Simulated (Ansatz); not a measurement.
System: C3H10Si, charge 0, multiplicity 1. SMILES: C[SiH](C)C
Geometry: optimised at B3LYP-D3(BJ)/def2-TZVP (Ansatz, an electronic-structure program).

Wanted: atomisation energy (electronic, to ground-state atoms), in eV. Valence correlation only, unless marked. UHF or UKS for open shells. Spin-orbit coupling is left out. No relativistic terms. The coupled-cluster limit lacks core correlation, which all-electron functionals hold. Basis-set limits of correlation are two-point, X^-3; Hartree-Fock from the larger set.

```tsv
level	program	atomisation energy (eV)
HF/6-31G	Ansatz	39.03
HF/aug-cc-pV(D+d)Z	Ansatz	40.70
SVWN5/def2-TZVPD	Ansatz	59.67
PBE-D3(BJ)/def2-TZVPD	Ansatz + dftd3	53.95
```

Task: Predict the CCSD(T)/CBS(aug-cc-pV(T+d)Z,aug-cc-pV(Q+d)Z) result (Ansatz).

Result: 53.65 eV, so PBE-D3(BJ)/def2-TZVPD differs from it by 0.30 eV.
